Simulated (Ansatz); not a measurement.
A structure relaxed at PBE-D4/def2-SVP in Ansatz, charge 1, doublet:

```xyz
7

Mg    0.543   -0.226    2.251
Ag   -1.616    1.217    1.304
Ag    0.858    1.232   -0.091
Ag   -0.861   -1.229    0.075
Ag    1.973   -1.366    0.180
Ag   -1.559    0.985   -1.512
Ag    0.662   -0.613   -2.207
```

(1) Give its formula and point group.

(2) Summarise the bond lengths by kind (pairs closer than 1.2 times the sum of covalent radii, bridged metal pairs left out).

## Answers

(1) the cluster MgAg₆⁺ (the lowest doublet isomer of a short search). Point group C2v (tolerance 0.1 Å).

(2) 12 × Ag–Ag 2.81 to 3.01 Å; 4 × Ag–Mg 2.76 to 2.78 Å.

In the def2 sets Ag takes a core potential; there is no spin–orbit coupling. The relaxation made no stability test and no search for a lower SCF solution. No other spin state of charge 1 was run. The structure comes from a short search, and lower isomers may exist.
